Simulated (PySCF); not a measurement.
CH7ClOSi2, SMILES [SiH3]CO[SiH2]Cl. Heavy atoms are numbered as in [SiH3:1][CH2:2][O:3][SiH2:4][Cl:5]. Hydrogens are named by the atom that carries them.

The structure is a stationary point at PBE0-D3(BJ)/def2-SVP. The structure was generated by enumeration, and PubChem lists no compound with its InChIKey, so it may never have been made. The values are those of a single conformer.

Calculation: PBE/def2-TZVP (PySCF).

Atomic charges (e), one atom of each kind:

```tsv
atom	Löwdin	Mulliken
Si1 (SiH3)	0.24	…
C2 (CH2)	-0.49	-0.16
O3	0.09	…
Si4 (SiH2)	-0.16	0.40
Cl5	0.21	…
H on Si1	-0.03	-0.02
H on C2	0.13	0.13
H on Si4	-0.03	…
```

Problem. What belongs in the gaps? (The exact figures need the calculation; the answer reports its results.)

Solution. 
- Si1 (SiH3), Mulliken: 0.13
- O3, Mulliken: -0.28
- Cl5, Mulliken: -0.23
- H on Si4, Mulliken: -0.01

Problem. Give the Mayer and Wiberg (Löwdin basis) orders of the bonds. (Estimate from the structure and the level; the computed values follow.)

Solution. 
```csv
bond,Mayer,Wiberg
Si1–C2,1.00,1.19
C2–O3,0.94,1.48
O3–Si4,1.24,1.62
Si4–Cl5,1.16,1.84
```
